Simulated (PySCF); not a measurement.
# BeH: frontier orbitals

PBE0 at R = 1.356 Å; basis Be def2-TZVP, H def2-TZVP; no relativity; PySCF 2.14. State: ²Σ⁺ (doublet), unpaired electrons σ ↑. Only the outer orbitals are listed, counted within each symmetry.

| spin | orbital | occ. | ε (eV) | on Be (%) | main shells (%) |
| --- | --- | --- | --- | --- | --- |
| α | 2σ | 1 | -9.71 | 51 | 49 H s, 40 Be s, 10 Be p |
| α | 3σ | 1 | -5.71 | 93 | 48 Be p, 45 Be s |
| α | 1π | 0 | -1.30 | 100 | 100 Be p |
| α | 1π | 0 | -1.30 | 100 | 100 Be p |
| α | 4σ | 0 | 1.01 | 101 | 100 Be s |
| β | 2σ | 1 | -9.29 | 53 | 47 H s, 35 Be s, 16 Be p |
| β | 3σ | 0 | -1.59 | 96 | 63 Be s, 31 Be p |
| β | 1π | 0 | -0.49 | 100 | 99 Be p |
| β | 1π | 0 | -0.49 | 100 | 99 Be p |

Problem. Which are the highest filled and the lowest empty level, where do they sit, and how wide is the gap?

Solution. Highest filled α 3σ at -5.71 eV (in %: 48 Be p, 45 Be s); lowest empty β 3σ at -1.59 eV (in %: 63 Be s, 31 Be p); the gap at PBE0 is 4.12 eV.

| Property | Result |
| --- | --- |
| bond order (Mayer) | 0.97 |
| ⟨S²⟩ | 0.751 |
| charge on Be (Mulliken, basis-dependent) | 0.03 |
| charge on Be (Löwdin, basis-dependent) | 0.10 |
| dipole moment (positive dipole means Be(−)H(+)) | -0.23 D |
| polarisability along the bond | 24.9 bohr³ |
| polarisability across the bond | 33.6 bohr³ |

Shares are Mulliken populations and can fall outside 0 to 100 %.

The state is the lowest determinant that a PBE0 search found; another state may lie lower at other levels.
